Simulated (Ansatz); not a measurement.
`N/C=[CH]/[SnH3]` and `N/C=C\N` differ in one atom or group (the configuration at the double bond changes too).

Ansatz, PBE0-D4/def2-TZVP geometries, multiplicity 1. Each molecule was computed in one conformer, which needn't be the lowest.

Elements past krypton have def2 core potentials.

| property | `N/C=[CH]/[SnH3]` |
| --- | --- |
| size of the dipole moment (B3LYP/def2-TZVPP) / D | 2.74 |
| LUMO energy (PBE/def2-TZVPP) / eV | -0.42 |
| LUMO energy (B3LYP/def2-TZVPP) / eV | 0.22 |
| HOMO energy (B3LYP/def2-TZVPP) / eV | -5.98 |
| HOMO energy (ωB97M-V/def2-TZVPP) / eV | -8.36 |
| LUMO energy (PBE0/def2-TZVPP) / eV | 0.50 |

Task: What does the change do to each property? (Best estimate.)

Result: Ansatz gave: 
| property | `N/C=C\N` | shift |
| --- | --- | --- |
| size of the dipole moment (B3LYP/def2-TZVPP) / D | 0.18 | -2.56 |
| LUMO energy (PBE/def2-TZVPP) / eV | 0.14 | 0.56 |
| LUMO energy (B3LYP/def2-TZVPP) / eV | 0.63 | 0.41 |
| HOMO energy (B3LYP/def2-TZVPP) / eV | -4.87 | 1.11 |
| HOMO energy (ωB97M-V/def2-TZVPP) / eV | -7.28 | 1.08 |
| LUMO energy (PBE0/def2-TZVPP) / eV | 1.00 | 0.50 |

With PBE0 the HOMO rises by 1.13 eV and the LUMO rises by 0.50 eV, so the gap narrows by about 0.63 eV. PBE moves the HOMO by 1.17 eV and ωB97M-V by 1.08 eV. Dipoles are sizes alone; their direction can turn.

B3LYP here is the variant with VWN-RPA as its local correlation; programs differ in this.
